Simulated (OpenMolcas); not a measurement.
# Fe3+: effect of the metal basis

Fe3+ with its 6 nearest fluoride ions at 1.949 Å, on the Ga site of K2NaGaF6 (a = 8.246 Å, distance in the model lattice 1.938 Å). The rest of the host is ab initio model potentials to 7.6 Å and point charges beyond; the distance is set by hand and nothing relaxes.

| Item | Value |
| --- | --- |
| Program | OpenMolcas |
| Method | SS-CASPT2, IPEA 0.25 Eh, imaginary shift 0.1 Eh (closed shells correlated: 3s 3p and the ligand valence shells) |
| Spin-orbit coupling | state interaction with AMFI integrals over the reference wave functions |

Fixed: ligand basis ANO-RCC-VDZP, active space 5 electrons in 5 orbitals (3d), DKH2 Hamiltonian.

States (labels of O, the rotations of Oh). Energies in cm-1 above the lowest state or level, χT in cm3 K/mol.

| Run | Metal basis | Ground state | First gap with spin-orbit (degeneracies) | χT at 300 K | First state of another spin | Cost |
| --- | --- | --- | --- | --- | --- | --- |
| A | ANO-RCC-VDZP | 6A1 | 16940 (6, 2) | 4.384 | 4T1 17350 | roughly 6 core-minutes |
| B | ANO-RCC-VTZP | 6A1 | 17460 (6, 2) | 4.384 | 4T1 17730 | roughly 10 core-minutes |

Costs are those of the CASPT2 steps.

Roots that are degenerate in the reference are averaged as groups; the widest CASPT2 spread within a group is 430 cm-1 (the 3-fold group of multiplicity 2 near 20000 cm-1 above the lowest state of its run, B). Shifts and gaps below about the spread of the groups concerned are not significant. Over all roots computed the reference weight is 0.71 to 0.74 in A, 0.71 to 0.74 in B; a low but even weight reflects the number of correlated electrons. Ligand-to-metal charge-transfer states are missing. These CASPT2 states fit no ligand-field parameters well, so their order and spin gaps are uncertain. With no ligand orbital active B as a rule stays too high, so bands that hang on it stand too high and its fall with covalency is understated. With one d shell and no ligand orbital active, 10Dq can be off by a tenth or more. No measured value stands beside these numbers; the geometry was set by hand and not optimised.
